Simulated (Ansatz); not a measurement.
Reaction (redistribution): `[SiH3]C[AsH2]` + `[SiH3][GaH2]` → `[SiH3][AsH2]` + `[SiH3][CH2][GaH2]`

Calculated with Ansatz (gas phase, PBE0-D4/def2-TZVP geometries, no zero-point term in ΔE). CBS: MP2 limit from def2 TZ/QZ plus the TZ coupled-cluster correction, frozen cores. Functionals use def2-TZVPP. B3LYP here is the variant with VWN-RPA as its local correlation; programs differ in this. HSE06 is defined as in plane-wave codes. For As, Ga outer-core shells are correlated without core-valence functions, which leaves a few kJ/mol of doubt a bond. Scalar relativity is left out up to krypton.

`[SiH3]C[AsH2]`:

```xyz
10

Si   -0.297   -0.442    1.119
C    -0.672    0.454   -0.475
As    0.855    0.555   -1.732
H    -1.484   -0.486    2.020
H     0.810    0.248    1.834
H     0.120   -1.839    0.824
H    -1.490   -0.032   -1.014
H    -0.987    1.483   -0.282
H     1.258   -0.912   -1.604
H     1.888    0.971   -0.688
```

`[SiH3][GaH2]`:

```xyz
7

Si   -0.342   -0.556    0.803
Ga    0.420    0.750   -1.079
H    -0.774   -1.919    0.385
H    -1.470    0.083    1.534
H     0.785   -0.722    1.767
H     1.316    0.089   -2.191
H     0.065    2.275   -1.221
```

`[SiH3][AsH2]`:

Z-matrix (Å, degrees):
```
Si
As 1 2.365
H 1 1.486 2 113.4
H 1 1.486 2 108.2 3 -121.1
H 1 1.486 2 108.2 3 121.1
H 2 1.523 1 92.0 3 -46.4
H 2 1.523 1 92.0 3 45.8
```

`[SiH3][CH2][GaH2]`:

```xyz
10

Si    0.438    0.634    1.217
C     0.639   -0.191   -0.446
Ga   -1.078   -0.691   -1.265
H     1.746    1.007    1.822
H    -0.265   -0.274    2.166
H    -0.379    1.872    1.088
H     1.251   -1.088   -0.310
H     1.170    0.500   -1.108
H    -1.823    0.332   -2.197
H    -1.702   -2.101   -0.965
```

```json
{"level": "B97M-V", "ΔE (kcal/mol)": "-9.2", "difference from CCSD(T)/CBS": "1.9"}
{"level": "HSE06-D4", "ΔE (kcal/mol)": "-10.0", "difference from CCSD(T)/CBS": "1.1"}
{"level": "CAM-B3LYP-D4", "ΔE (kcal/mol)": "-10.2", "difference from CCSD(T)/CBS": "0.9"}
{"level": "B2PLYP", "ΔE (kcal/mol)": "-10.4", "difference from CCSD(T)/CBS": "0.7"}
{"level": "revPBE", "ΔE (kcal/mol)": "-9.4", "difference from CCSD(T)/CBS": "1.7"}
{"level": "BLYP", "ΔE (kcal/mol)": "-9.3", "difference from CCSD(T)/CBS": "1.8"}
{"level": "r2SCAN", "ΔE (kcal/mol)": "-10.8", "difference from CCSD(T)/CBS": "0.3"}
{"level": "B3LYP", "ΔE (kcal/mol)": "-9.8", "difference from CCSD(T)/CBS": "1.3"}
{"level": "r2SCANh", "ΔE (kcal/mol)": "-10.9", "difference from CCSD(T)/CBS": "0.2"}
{"level": "CAM-B3LYP", "ΔE (kcal/mol)": "-10.2", "difference from CCSD(T)/CBS": "0.9"}
{"level": "HF/def2-SVP", "ΔE (kcal/mol)": "-10.2", "difference from CCSD(T)/CBS": "0.9"}
{"level": "CCSD(T)/def2-SVP", "ΔE (kcal/mol)": "-10.0", "difference from CCSD(T)/CBS": "1.1"}
{"level": "SCS-MP2/def2-TZVPP", "ΔE (kcal/mol)": "-10.7", "difference from CCSD(T)/CBS": "0.4"}
{"level": "CCSD(T)/def2-TZVPP", "ΔE (kcal/mol)": "-10.1", "difference from CCSD(T)/CBS": "1.0"}
{"level": "HF/def2-QZVPP", "ΔE (kcal/mol)": "-10.3", "difference from CCSD(T)/CBS": "0.8"}
{"level": "SCS-MP2/def2-QZVPP", "ΔE (kcal/mol)": "-11.3", "difference from CCSD(T)/CBS": "-0.2"}
{"level": "CCSD(T)/CBS", "ΔE (kcal/mol)": "-11.1", "difference from CCSD(T)/CBS": "0"}
```

Largest T1 diagnostic among the species: 0.013.

At CCSD(T), def2-SVP lies +1.1 kcal/mol from the extrapolated value and def2-TZVPP +1.0 kcal/mol. Leaving LDA and LC-ωPBE aside and taking each functional with its dispersion term where it has one, the values, not all of them listed here, spread over 2.0 kcal/mol, from r2SCAN0-D4 to revPBE-D4. From BLYP to BHLYP (50 % exact exchange), in def2-TZVPP and without D4, ΔE moves by −1.0 kcal/mol.
